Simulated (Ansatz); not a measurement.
A CCSD(T) single point on `C=C(O)B(C)N`.

```yaml
crystal:
  periodic: [false, false, false]
  atoms:
    - {symbol: C, position_ang: [-1.838225, 0.905936, -0.101111]}
    - {symbol: C, position_ang: [-0.550821, 0.944656, 0.243546]}
    - {symbol: O, position_ang: [-0.080095, 2.077177, 0.867602]}
    - {symbol: B, position_ang: [0.422697, -0.277370, 0.071791]}
    - {symbol: C, position_ang: [0.179025, -1.400687, -0.999493]}
    - {symbol: N, position_ang: [1.544731, -0.318860, 0.909601]}
    - {symbol: H, position_ang: [-2.504549, 1.740779, 0.086210]}
    - {symbol: H, position_ang: [-2.247207, 0.017466, -0.561747]}
    - {symbol: H, position_ang: [0.875972, 2.098125, 0.778142]}
    - {symbol: H, position_ang: [-0.791502, -1.881628, -0.840855]}
    - {symbol: H, position_ang: [0.144266, -0.980005, -2.008735]}
    - {symbol: H, position_ang: [0.939153, -2.185978, -0.985890]}
    - {symbol: H, position_ang: [1.675875, 0.296485, 1.695282]}
    - {symbol: H, position_ang: [2.217680, -1.065395, 0.874555]}
basis:
  gaussian: {orbitals: def2-TZVPP}
correlation: {method: ccsd_t}
```

```sh
$ ansatz run in.yaml --threads 4 --pin off --events-out ev --progress --plain --max-ram 10444MiB
```

The program prints (abridged):

```
Functional definition: HF
1777 factors; integrals over basis functions are off by at most 1.0e-3 eV
mean field evaluation 1: about -7406.7601 eV, gradient 4.9e1 eV
mean field evaluation 2: about -7407.0184 eV, gradient 4.9e1 eV
mean field evaluation 4: about -7412.5259 eV, gradient 4.7e0 eV
mean field evaluation 8: about -7412.6008 eV, gradient 3.0e-1 eV
mean field -7412.60131742 eV, -272.4080739735 hartree, gradient 3.5e-6 eV, S^2 0.000000; 0 other end points of the search recorded, 0 dependent functions left out
6 core orbitals not correlated: weight in the atoms' cores, before any rotation towards them, 1.000 or more for the frozen orbitals, at most 0.000 for the correlated occupied ones
reference -7412.60131742 eV, -272.4080739735 hartree; 17, 17 occupied and 275, 275 virtual orbitals, 1777 factors
second order -28.58438816 eV of doubles, -0.00000000 eV of singles
cycle   1  -28.94195536 eV  change   -3.6e-1 eV  update   1.1e-1
cycle   2  -29.59201409 eV  change   -6.5e-1 eV  update   3.3e-2
cycle   3  -29.74357003 eV  change   -1.5e-1 eV  update   1.8e-2
cycle   4  -29.73263973 eV  change    1.1e-2 eV  update   4.8e-3
cycle   5  -29.73067220 eV  change    2.0e-3 eV  update   2.4e-3
cycle   6  -29.73168335 eV  change   -1.0e-3 eV  update   7.4e-4
cycle   7  -29.73124990 eV  change    4.3e-4 eV  update   3.3e-4
cycle   8  -29.73116480 eV  change    8.5e-5 eV  update   1.1e-4
cycle   9  -29.73120338 eV  change   -3.9e-5 eV  update   4.9e-5
cycle  10  -29.73119624 eV  change    7.1e-6 eV  update   1.6e-5
perturbative correction -1.24848602 eV, -0.0458810151 hartree
Total energy: -7443.58099969 eV, -273.5465562980 hartree
```

It took 20 min on 4 threads of an Arm Neoverse V1 on a shared host, with 4.1 GiB of host memory at the peak.

Correlation energy per correlated electron: -0.911 eV. T1 diagnostic: 0.0123.
